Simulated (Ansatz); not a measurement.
This singlet lies 1.40 eV below the relaxed triplet at the level frozen-core CCSD(T)/cc-pVTZ // PBE0-D3(BJ)/def2-TZVP (Ansatz, an electronic-structure program).

A geometry relaxed with PBE0-D3(BJ)/def2-TZVP run with Ansatz, charge 0, multiplicity 1:

```xyz
8

N     -1.7240    -0.2247    -0.1943
H     -2.7001    -0.3763    -0.4029
H      2.0602     1.3358    -0.4462
H     -1.5820     0.0380     0.7698
Si     1.3119     0.1485     0.0626
Si    -0.5231    -0.4142    -1.3962
H      2.2957    -0.9707     0.1513
H      0.8613     0.4635     1.4559
```

Write the SMILES of this molecule.

`N[Si][SiH3]`
